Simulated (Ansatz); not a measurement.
`C#[C][Al]([NH2])[F]` + H₂S → `[NH2][Al]([F])[SH]` + `C#C` at 400 K and 1 bar (ligand exchange at the Al–C bond).

Isolated molecules relaxed with PBE0-D4/def2-TZVP in Ansatz; ΔE leaves out vibrations. CBS: MP2 limit from def2 TZ/QZ plus the TZ coupled-cluster correction, frozen cores. This one scheme is used for every species. Each species was taken in one conformer, which may not be the lowest.

```json
{"species": "`C#[C][Al]([NH2])[F]`", "CCSD(T)/CBS energy (Eh)": "-474.49892", "H − E (kJ/mol)": "156.0", "S (J/(mol·K))": "369.2"}
{"species": "H₂S", "CCSD(T)/CBS energy (Eh)": "-398.97279", "H − E (kJ/mol)": "53.4", "S (J/(mol·K))": "215.9"}
{"species": "`[NH2][Al]([F])[SH]`", "CCSD(T)/CBS energy (Eh)": "-796.26217", "H − E (kJ/mol)": "129.0", "S (J/(mol·K))": "360.0"}
{"species": "`C#C`", "CCSD(T)/CBS energy (Eh)": "-77.22717", "H − E (kJ/mol)": "85.5", "S (J/(mol·K))": "213.8"}
```

H − E and S are ideal-gas, rigid-rotor, harmonic terms from PBE0-D4/def2-TZVP, for one conformer and one mirror image of each species. 1 Eh = 2625.50 kJ/mol, R = 8.31446 J/(mol·K).

Task: By hand: ΔE, ΔH, ΔS and ΔG.

Result: ΔE = (-796.26217) + (-77.22717) − (-474.49892) − (-398.97279) = -0.01763 Eh = -46.3 kJ/mol. Δ(H − E) = 129.0 + 85.5 − 156.0 − 53.4 = 5.1, so ΔH = -41.2 kJ/mol. ΔS = 360.0 + 213.8 − 369.2 − 215.9 = -11.3 J/(mol·K). ΔG = -41.2 − 400 × (-11.3)/1000 = -36.7 kJ/mol.

Task: By hand: the equilibrium constant, and the temperature at which ΔG would vanish if ΔH and ΔS stayed fixed.

Result: log₁₀ K = −ΔG/(RT ln 10) = 4.8. ΔG = 0 at ΔH/ΔS = 3646 K, far beyond where these terms or the molecules hold.

The number of gas molecules stays the same, so ΔS is small and ΔH decides. A doubt of 5 kJ/mol in ΔE shifts log₁₀ K by 0.7 here. Other conformers and mirror images would add mixing entropy, several J/(mol·K) or more a flexible species. These are equilibria of isolated gas molecules and say nothing of rates. Largest T1 diagnostic: 0.013 (customary marks: 0.02 for closed shells, 0.045 for open ones).
